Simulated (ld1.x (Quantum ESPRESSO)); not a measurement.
**Which change was made? (P, TM)**

```json
{"Element": "phosphorus", "Generator": "ld1.x (Quantum ESPRESSO) 7.5", "Type": "norm-conserving Troullier–Martins (Kleinman–Bylander form)", "Functional": "PBE", "Relativity": "scalar-relativistic", "Frozen core": "[Ne]", "Valence charge": "5", "Reference configuration": "3s2 3p2 (charge +1)", "Partial waves": "3s (bound): rc 1.65 bohr; 3p (bound): rc 2.00 bohr", "Local potential": "all-electron potential smoothed inside 1.35 bohr (lloc = -1)", "Core correction": "none"}
```

Cutoffs, loose and tight: the cutoffs (Ry, on a coarse ladder) from which the occupation-weighted sum of valence levels, in a spherical-Bessel basis at the reference potential, stays within 10 and 1 mRy of its value at 400 Ry. They do not see the model core or the augmentation charge, which bear on the density cutoff. Test errors are all-electron minus pseudo excitation energies from the reference, over the configurations 3s2 3p3; 3s2 3p1; 3s2 3p0; 3s2 3p2.5; 3s1 3p4; 3s1 3p0; 3s2 3p3.3; variants that change the core or the reference have their own tests. The largest error is taken over the tests solved by every variant that gives reliable tests at all, those not shown here included: 3s2 3p2.5; 3s2 3p3; 3s2 3p3.3.

The base gives: outcome: generated; cutoff, loose: 21 Ry; cutoff, tight: 50 Ry; bound ghosts: none; largest test error (meV): +4.9.

Q: After one change the result is: outcome: generated; cutoff, loose: 15 Ry; cutoff, tight: 35 Ry; bound ghosts: none; largest test error (meV): +6.6. Which change was it?
A. all radii scaled by about 0.80 (s 1.32, p 1.60 bohr); local potential all-electron potential smoothed inside 1.08 bohr (lloc = -1)
B. all radii scaled by about 1.28 (s 2.10, p 2.56 bohr); local potential all-electron potential smoothed inside 1.72 bohr (lloc = -1)
C. all radii scaled by about 1.14 (s 1.88, p 2.28 bohr); local potential all-electron potential smoothed inside 1.54 bohr (lloc = -1)

A: B. The others give: all radii scaled by about 1.14 (s 1.88, p 2.28 bohr); local potential all-electron potential smoothed inside 1.54 bohr (lloc = -1) → outcome: generated; cutoff, loose: 18 Ry; cutoff, tight: 40 Ry; bound ghosts: none; largest test error (meV): +6.0 | all radii scaled by about 0.80 (s 1.32, p 1.60 bohr); local potential all-electron potential smoothed inside 1.08 bohr (lloc = -1) → outcome: generated; cutoff, loose: 21 Ry; cutoff, tight: 80 Ry; bound ghosts: s; largest test error (meV): -3.5.
